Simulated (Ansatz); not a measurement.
Consider the formal exchange of groups at a B–F bond: `N[SiH2]BF` + `C=C(F)C=C(F)F` → `B[SiH2]N` + `F/C=C(/F)C=C(F)F`.

Calculated with Ansatz (gas phase, PBE0-D4/def2-TZVP geometries, no zero-point term in ΔE). CCSD(T)/CBS is the MP2 limit (def2-TZVPP, def2-QZVPP) plus CCSD(T) − MP2 in def2-TZVPP, frozen cores. Functionals use def2-TZVPP. B3LYP here is the variant with VWN-RPA as its local correlation; programs differ in this. HSE06 is defined as in plane-wave codes. Each species was taken in one conformer, which may not be the lowest.

**Question.** Is it downhill or uphill in electronic energy at CCSD(T)/CBS, and by how much? (Estimate.)

**Answer.** The calculation gave: Uphill: ΔE = +2.48 eV.

**Question.** What do these levels give: PBE-D4, r2SCAN-D4, PBE-QIDH, r2SCAN, B3LYP, HSE06, BHLYP, LC-ωPBE, MP2/def2-SVP, CCSD(T)/def2-SVP, CCSD/def2-TZVPP, CCSD(T)/def2-TZVPP? (An estimate is asked.)

**Answer.** Ansatz gave: PBE-D4 2.36, r2SCAN-D4 2.42, PBE-QIDH 2.47, r2SCAN 2.42, B3LYP 2.42, HSE06 2.39, BHLYP 2.45, LC-ωPBE 2.41, MP2/def2-SVP 2.54, CCSD(T)/def2-SVP 2.45, CCSD/def2-TZVPP 2.46, CCSD(T)/def2-TZVPP 2.46 eV.

Largest T1 diagnostic among the species: 0.013.

At CCSD(T), def2-SVP lies −0.03 eV from the extrapolated value and def2-TZVPP −0.02 eV. Leaving LDA and LC-ωPBE aside and taking each functional with its dispersion term where it has one, the values, not all of them listed here, spread over 0.14 eV, from revPBE-D4 to B2PLYP.
